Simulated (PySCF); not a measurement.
Electron correlation in Sr+ (strontium, charge +1)

[Kr] 4d1, 2D determinant (an excited configuration). Calculation: PySCF 2.14, in x2c-TZVPPall with one added diffuse shell each of s, p, d, f type (9s7p7d3f1g, 95 functions); the spin-free X2C one-electron Hamiltonian (Gaussian nucleus). Frozen: [Ar] 3d10; 9 electrons correlated.

```
  level  correlation energy (mhartree)
   CCSD                        -204.94
    (T)                          -5.02
CCSD(T)                        -209.96
```

Diagnostics: T1 = 0.0070, D1 = 0.0263, largest double amplitude 0.019.

**Question.** Is a single reference adequate?

**Answer.** Yes, within this model without spin-orbit coupling: T1 lies below 0.03 and no double amplitude reaches 0.07.

This basis was not built for core-valence correlation, so the inner-shell part is incomplete.
